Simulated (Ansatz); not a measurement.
The lowest singlet and triplet of ClIn (SMILES [Cl][In]); geometries from B3LYP-D3(BJ)/def2-TZVP, each state relaxed from the structure named, with no frequency check.
Singlet (charge 0, multiplicity 1):
```xyz
2

Cl     0.0000     0.0000    -1.8123
In     0.0000     0.0000     0.6287
```
Triplet (charge 0, multiplicity 3):
```
atom   x (Å)   y (Å)    z (Å)
----  ------  ------  -------
Cl    0.0000  0.0000  -1.7837
In    0.0000  0.0000   0.6188
```

A positive gap puts the triplet lower; no zero-point energy. R- takes a restricted singlet. U- takes an unrestricted singlet (broken symmetry where lower, unprojected). The triplet is unrestricted in single-reference levels. Active spaces average the two states.

Frozen-core correlation. Filled d and f shells under p-block atoms count as core.

Codes used: Ansatz (Gaussian orbitals). Values without a source in brackets are computed. In def2 rows elements past Kr take small-core potentials, without spin–orbit coupling.

```csv
level,"gap E(singlet) − E(triplet), adiabatic (kJ/mol)"
R-HF/def2-SVP,-253.2
U-B3LYP/def2-TZVPP,-349.2
R-wB97M-V/def2-TZVPP,[?]
U-SCS-MP2/def2-TZVPP,-311.2
U-CCSD/def2-TZVPP,-308.9
R-CCSDT/def2-SVP,-306.2
"SC-NEVPT2 on SA-CASSCF(2,3)/def2-TZVPP",-318.3
"FIC-MRCISD+Q on SA-CASSCF(2,3)/def2-SVP",-310.2
"FIC-MRCISD+Q on SA-CASSCF(2,3)/def2-QZVPP",-316.7
```

Question: Complete the blanks.

Answer: 
- R-wB97M-V/def2-TZVPP, gap E(singlet) − E(triplet), adiabatic (kJ/mol): -340.2

Ansatz is a first-principles code.
